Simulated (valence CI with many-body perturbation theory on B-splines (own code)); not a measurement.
Nb25+: electric-dipole lines

Level of theory: valence CI with perturbative core correlation (CI+MBPT): six valence electrons over a frozen Dirac-Fock core [Ne], radial functions for each j: 9 s, 9 p, 8 d, 6 f, 3 g, 1 h, with the one-electron correlation potential Σ1, the two-electron term Σ2, the three-electron term Σ3, Breit, model QED; selected CI, second order for the rest, scaled by the run's own slope (own B-spline code, finite nucleus).

No measured spectrum was set against this ion. As an estimate, levels of excited configurations hold to 0.05 to 0.15 % of their energy, terms of the ground configuration to about 0.5 %. Among the levels kept, up to 1500 cm⁻¹ of a level comes from second order outside the variational space, and about a tenth of that is noise between levels of different J, which matters for small intervals.

Lines 1 to 50 of 82 in falling wavelength, among levels below 1268900 cm⁻¹, chosen from the strongest by gf and those to the six lowest levels. Wavelengths and rates use the calculated energies, so an error of 500 cm⁻¹ moves a line at 251.6 Å by 0.13 % and its rate by three times that or more. Electric multipoles are in the length gauge, E1 and E2 with the static RPA response of the core. Weak lines are less certain than strong ones. Lines between different terms over intervals too small for the method are left out, as are lines whose strength nearly cancels. The highest levels of a list are the least certain.

Names give the largest LS component (configuration and term), which can be under half, so a name can repeat, a term be missing and a line seem to break the LS rules; names also repeat where a configuration has a term twice. Letters in brackets count levels of one name in rising energy.

| λ vac (Å) | Upper | Lower | A (s⁻¹) | log gf | Branch % |
| --- | --- | --- | --- | --- | --- |
| 251.6 | 3s3p⁵ ³P°_1 | 3s²3p⁴ ¹S_0 | 1.04e+08 | -2.53 | 0.7 |
| 199.2 | 3s²3p³3d ⁵D°_1 | 3s²3p⁴ ¹S_0 | 8.50e+07 | -2.82 | 0.6 |
| 188.4 | 3s3p⁵ ³P°_2 | 3s²3p⁴ ¹D_2 | 1.20e+09 | -1.50 | 10.4 |
| 177.3 | 3s²3p³3d ¹P°_1 | 3s²3p⁴ ¹S_0 | 1.09e+09 | -1.81 | 6.0 |
| 174.7 | 3s3p⁵ ³P°_2 | 3s²3p⁴ ³P_1 | 2.26e+09 | -1.29 | 19.7 |
| 170.8 | 3s3p⁵ ³P°_1 | 3s²3p⁴ ¹D_2 | 1.67e+09 | -1.66 | 11.1 |
| 165.6 | 3s²3p³3d ³D°_1 [a] | 3s²3p⁴ ¹S_0 | 7.87e+04 | -6.01 | 0.0 |
| 159.4 | 3s3p⁵ ³P°_1 | 3s²3p⁴ ³P_1 | 1.66e+09 | -1.72 | 11.1 |
| 152.0 | 3s²3p³3d ⁵D°_2 [a] | 3s²3p⁴ ¹D_2 | 1.30e+06 | -4.65 | 0.1 |
| 150.0 | 3s²3p³3d ⁵D°_3 | 3s²3p⁴ ¹D_2 | 1.12e+07 | -3.58 | 1.8 |
| 149.7 | 3s²3p³3d ³D°_1 [b] | 3s²3p⁴ ¹S_0 | 1.91e+08 | -2.72 | 0.7 |
| 144.9 | 3s²3p³3d ⁵D°_1 | 3s²3p⁴ ¹D_2 | 1.11e+08 | -2.98 | 0.8 |
| 143.1 | 3s²3p³3d ⁵D°_0 | 3s²3p⁴ ³P_1 | 1.25e+09 | -2.42 | 100.0 |
| 143.0 | 3s²3p³3d ⁵D°_2 [a] | 3s²3p⁴ ³P_1 | 2.95e+07 | -3.35 | 2.0 |
| 139.2 | 3s3p⁵ ³P°_1 | 3s²3p⁴ ³P_0 | 2.50e+09 | -1.66 | 16.7 |
| 138.1 | 3s²3p³3d ⁵D°_2 [b] | 3s²3p⁴ ¹D_2 | 4.74e+08 | -2.17 | 4.4 |
| 137.5 | 3s3p⁵ ³P°_2 | 3s²3p⁴ ³P_2 | 8.02e+09 | -0.94 | 69.9 |
| 136.7 | 3s²3p³3d ⁵D°_1 | 3s²3p⁴ ³P_1 | 1.24e+09 | -1.98 | 9.3 |
| 134.5 | 3s²3p³3d ³P°_1 [a] | 3s²3p⁴ ¹S_0 | 6.06e+08 | -2.31 | 0.8 |
| 134.1 | 3s3p⁵ ³P°_0 | 3s²3p⁴ ³P_1 | 1.39e+10 | -1.43 | 100.0 |
| 132.9 | 3s²3p³3d ¹P°_1 | 3s²3p⁴ ¹D_2 | 1.40e+10 | -0.95 | 77.0 |
| 130.6 | 3s²3p³3d ⁵D°_2 [b] | 3s²3p⁴ ³P_1 | 4.49e+08 | -2.24 | 4.1 |
| 128.8 | 3s²3p³3d ³G°_3 | 3s²3p⁴ ¹D_2 | 5.40e+07 | -3.03 | 0.5 |
| 127.8 | 3s3p⁵ ³P°_1 | 3s²3p⁴ ³P_2 | 9.07e+09 | -1.18 | 60.4 |
| 126.2 | 3s²3p³3d ³D°_1 [a] | 3s²3p⁴ ¹D_2 | 1.62e+08 | -2.94 | 4.0 |
| 126.0 | 3s²3p³3d ¹P°_1 | 3s²3p⁴ ³P_1 | 7.98e+08 | -2.24 | 4.4 |
| 125.6 | 3s²3p³3d ³F°_2 [a] | 3s²3p⁴ ¹D_2 | 1.41e+05 | -5.78 | 0.0 |
| 122.8 | 3s²3p³3d ³F°_3 [a] | 3s²3p⁴ ¹D_2 | 8.46e+07 | -2.87 | 2.7 |
| 121.8 | 3s²3p³3d ³P°_1 [b] | 3s²3p⁴ ¹S_0 | 9.07e+05 | -5.22 | 0.0 |
| 121.5 | 3s²3p³3d ⁵D°_1 | 3s²3p⁴ ³P_0 | 1.76e+09 | -1.93 | 13.2 |
| 120.7 | 3s²3p³3d ³D°_3 [a] | 3s²3p⁴ ¹D_2 | 7.59e+07 | -2.94 | 2.5 |
| 119.9 | 3s²3p³3d ³D°_1 [a] | 3s²3p⁴ ³P_1 | 2.18e+06 | -4.85 | 0.1 |
| 119.3 | 3s²3p³3d ³F°_2 [a] | 3s²3p⁴ ³P_1 | 1.12e+08 | -2.92 | 4.4 |
| 118.5 | 3s²3p³3d ¹S°_0 | 3s²3p⁴ ³P_1 | 4.90e+08 | -2.99 | 100.0 |
| 117.5 | 3s²3p³3d ³S°_1 | 3s²3p⁴ ¹S_0 | 7.17e+08 | -2.35 | 0.3 |
| 117.0 | 3s²3p³3d ⁵D°_2 [a] | 3s²3p⁴ ³P_2 | 1.42e+09 | -1.84 | 97.9 |
| 116.8 | 3s²3p³3d ³D°_1 [b] | 3s²3p⁴ ¹D_2 | 5.99e+09 | -1.43 | 23.0 |
| 115.8 | 3s²3p³3d ⁵D°_3 | 3s²3p⁴ ³P_2 | 6.25e+08 | -2.06 | 98.2 |
| 113.0 | 3s²3p³3d ¹P°_1 | 3s²3p⁴ ³P_0 | 1.13e+09 | -2.19 | 6.2 |
| 112.8 | 3s²3p³3d ⁵D°_1 | 3s²3p⁴ ³P_2 | 1.01e+10 | -1.24 | 76.0 |
| 111.4 | 3s²3p³3d ³D°_1 [b] | 3s²3p⁴ ³P_1 | 2.12e+07 | -3.93 | 0.1 |
| 111.4 | 3s²3p³3d ³F°_2 [b] | 3s²3p⁴ ¹D_2 | 3.78e+08 | -2.45 | 2.6 |
| 108.6 | 3s²3p³3d ⁵D°_2 [b] | 3s²3p⁴ ³P_2 | 9.91e+09 | -1.06 | 91.5 |
| 108.1 | 3s²3p³3d ³D°_1 [a] | 3s²3p⁴ ³P_0 | 1.61e+09 | -2.07 | 39.7 |
| 107.3 | 3s²3p³3d ³P°_1 [a] | 3s²3p⁴ ¹D_2 | 9.53e+09 | -1.31 | 12.8 |
| 106.4 | 3s²3p³3d ³F°_2 [b] | 3s²3p⁴ ³P_1 | 1.39e+09 | -1.93 | 9.5 |
| 105.4 | 3s²3p³3d ¹P°_1 | 3s²3p⁴ ³P_2 | 1.16e+09 | -2.24 | 6.4 |
| 104.6 | 3s²3p³3d ³D°_2 | 3s²3p⁴ ¹D_2 | 3.46e+05 | -5.55 | 0.0 |
| 103.1 | 3s²3p³3d ³F°_2 [c] | 3s²3p⁴ ¹D_2 | 1.97e+08 | -2.80 | 0.2 |
| 102.8 | 3s²3p³3d ³G°_3 | 3s²3p⁴ ³P_2 | 9.84e+09 | -0.96 | 99.5 |

How does gf follow from A for the line at 127.8 Å?

gf = 1.4992 × (2J+1)_upper × A / σ², with σ = 782309 cm⁻¹ and 2J+1 = 3: gf = 0.0666.
